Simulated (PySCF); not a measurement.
# PbO: everyday levels beside a composite calculation

PySCF; the state is a singlet (closed shell). The composite is CCSD(T) extrapolated to the basis-set limit from two correlation-consistent sets, with core-valence (CV) and scalar-relativistic (SR) terms as its label shows; it has no spin–orbit coupling and nothing beyond (T). Here it is CCSD(T)/CBS(DT)+CV. It gives Re = 1.921 Å, ωe = 739 cm⁻¹ and De = 5.14 eV to Pb + O.

```tsv
level	basis	relativity	Re (Å)	ωe (cm⁻¹)	De (eV)
RHF-SCS-MP2	def2-SVPD	scalar-relativistic core potentials	1.976	708	5.03
RHF-CCSD(T)	cc-pVDZ-PP/cc-pVDZ	scalar-relativistic core potentials	1.978	678	4.14
PBE	x2c-TZVPPall	spin-free X2C	1.933	732	5.65
M06-L	def2-SVP	scalar-relativistic core potentials	1.954	740	5.11
B3LYP	aug-cc-pVDZ-PP/aug-cc-pVDZ	scalar-relativistic core potentials	1.948	744	4.78
B3LYP	def2-SVPD	scalar-relativistic core potentials	1.954	737	4.78
PBE0	x2c-TZVPPall	spin-free X2C	1.900	793	4.71
r²SCAN0	def2-SVPD	scalar-relativistic core potentials	1.927	782	4.05
M06	def2-SVP	scalar-relativistic core potentials	1.938	765	5.07
CAM-B3LYP	def2-SVPD	scalar-relativistic core potentials	1.930	778	4.63
```

Q: Give the difference of each row from the composite.

A: 

| level | basis | ΔRe (pm) | Δωe (%) | ΔDe (eV) |
| --- | --- | --- | --- | --- |
| RHF-SCS-MP2 | def2-SVPD | +5.5 | -4.2 | -0.11 |
| RHF-CCSD(T) | cc-pVDZ-PP/cc-pVDZ | +5.7 | -8.3 | -1.00 |
| PBE | x2c-TZVPPall | +1.2 | -0.9 | +0.51 |
| M06-L | def2-SVP | +3.3 | +0.1 | -0.03 |
| B3LYP | aug-cc-pVDZ-PP/aug-cc-pVDZ | +2.7 | +0.7 | -0.36 |
| B3LYP | def2-SVPD | +3.3 | -0.3 | -0.36 |
| PBE0 | x2c-TZVPPall | -2.1 | +7.3 | -0.43 |
| r²SCAN0 | def2-SVPD | +0.6 | +5.8 | -1.09 |
| M06 | def2-SVP | +1.7 | +3.5 | -0.07 |
| CAM-B3LYP | def2-SVPD | +0.9 | +5.3 | -0.51 |

Q: Which rows come closest in De?

A: M06-L in def2-SVP (-0.03 eV), counted from the composite.

Measured (Huber and Herzberg, Constants of Diatomic Molecules (1979)): Re = 1.921813 Å, ωe = 721.0 cm⁻¹; the composite is off by -0.8 mÅ and +18.2 cm⁻¹.

Correlated steps freeze 5 core orbitals. Correlated levels converge slowly with the basis: in double zeta they bind strong bonds too weakly, by up to about 1 eV, and carry superposition errors of some tenths. Spin–orbit coupling is left out, which matters for elements this heavy, above all for dissociation energies. Where the molecule has an RHF reference, its open-shell atoms are computed with UHF. The CCSD T1 diagnostic is raised in PbO, a sign that a single reference may not be enough there.
